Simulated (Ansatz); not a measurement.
System: sum formula BNHBr2, net charge 0, doublet state. It need not be the lowest isomer of its formula. 
Structure (B3LYP-D3(BJ)/def2-TZVP (Ansatz, a quantum-chemistry and plane-wave program) minimum search):
```
B
N 1 1.3772
H 2 1.0118 1 129.72
Br 1 1.9306 2 119.25 3 -92.49
Br 1 1.9306 2 119.25 3 92.49
```
Charge 0, spin multiplicity 2.

Property: atomisation energy (electronic, to ground-state atoms), in kcal/mol. Cores are frozen in the correlated levels unless marked. Open shells are spin-unrestricted. No spin-orbit coupling. The frozen core is the preceding noble-gas configuration, with the filled d and f shells of earlier blocks. Non-relativistic. The coupled-cluster limit lacks core correlation, which all-electron functionals hold. Basis-set limits of correlation are two-point, X^-3; Hartree-Fock from the larger set (for Q and 5 zeta extrapolated as (X+1)exp(-9√X)). [CCSD(T)-MP2]/basis is that difference in the basis named.

| level | program | atomisation energy (kcal/mol) | minus last row |
|---|---|---|---|
| HF/aug-cc-pVTZ | Ansatz | 254.9 | -112.3 |
| HF/cc-pV5Z | Ansatz | 255.9 | -111.3 |
| SVWN5/def2-TZVPD | Ansatz | 445.3 | 78.1 |
| BLYP/def2-TZVPD | Ansatz | 371.9 | 4.7 |
| B97M-V/def2-TZVPD | Ansatz | 376.9 | 9.7 |
| PBE0/6-31G* | Ansatz | 375.5 | 8.3 |
| PBE0-D3(BJ)/def2-TZVPD | Ansatz + dftd3 | 381.0 | 13.8 |
| CAM-B3LYP-D4/def2-TZVPD | Ansatz + dftd4 | 372.9 | 5.7 |
| MP2/6-31G* | Ansatz | 342.2 | -25.0 |
| MP2/cc-pV5Z | Ansatz | 376.7 | 9.5 |
| SCS-MP2/6-31G | Ansatz | 291.1 | -76.1 |
| SCS-MP2/cc-pVDZ | Ansatz | 334.1 | -33.1 |
| SCS-MP2/cc-pVQZ | Ansatz | 367.2 | 0.0 |
| SCS-MP2/cc-pV5Z | Ansatz | 370.9 | 3.7 |
| CCSD/STO-3G | Ansatz | 348.3 | -18.9 |
| CCSD/6-31G | Ansatz | 288.5 | -78.7 |
| CCSD/CBS(cc-pVTZ,cc-pVQZ) | Ansatz | 356.6 | -10.6 |
| CCSD(T)/6-31G* | Ansatz | 331.1 | -36.1 |
| CCSD(T)/aug-cc-pVQZ | Ansatz | 362.7 | -4.5 |
| RI-MP2/CBS(cc-pVTZ,cc-pVQZ)+[CCSD(T)-MP2]/cc-pVTZ | Ansatz | 366.7 | -0.5 |
| CCSD(T)/CBS(cc-pVQZ,cc-pV5Z) | Ansatz | 367.2 | 0.0 |
